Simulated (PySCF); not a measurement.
# [TaOCl4]− at several levels of theory

Computed with PySCF 2.14.0 (density fitting, no spin-orbit coupling) at the geometry relaxed with PBE:

```xyz
6
[TaOCl4]− (singlet)
Ta    0.0000    0.0000    0.2354
O     0.0000    0.0000    1.9930
Cl    0.0000    0.0000   -2.2998
Cl    2.3639    0.0000    0.1066
Cl   -1.1819    2.0472    0.1066
Cl   -1.1820   -2.0472    0.1066
```

```csv
level,basis,state,HOMO (eV),gap (eV),charge on Ta1 (e),dipole about the centre of mass (D),largest force component (eV/Å)
PBE,"Ta def2-SVP with ECP60, O def2-SVP, Cl def2-SVP",singlet,-2.23,3.63,0.56,1.01,0.03
TPSS,the same,singlet,-2.44,3.82,0.74,1.08,0.06
r2SCAN,the same,singlet,-2.67,4.01,0.83,1.13,0.57
BLYP,the same,singlet,-1.96,3.58,0.54,0.91,0.52
BP86,the same,singlet,-2.32,3.61,0.58,1.02,0.10
PBE,"Ta x2c-SVPall, O x2c-SVPall, Cl x2c-SVPall",singlet,-2.29,3.43,0.21,0.79,1.01
```

Charges are Mulliken's, which hang on the basis. The relaxation used the grid (50, 194), these runs (75, 302) or, all-electron (x2c bases, spin-free X2C Hamiltonian), (99, 590).

Question: What does PBE with Ta def2-TZVP with ECP60, O def2-TZVP, Cl def2-TZVP give here?

Answer: state singlet, HOMO (eV) -2.59, gap (eV) 3.67, charge on Ta1 (e) 1.07, dipole about the centre of mass (D) 1.17, largest force component (eV/Å) 0.21. Time: 20 s on 2 threads of Arm Neoverse V2, on a shared host, from free ions and atoms.
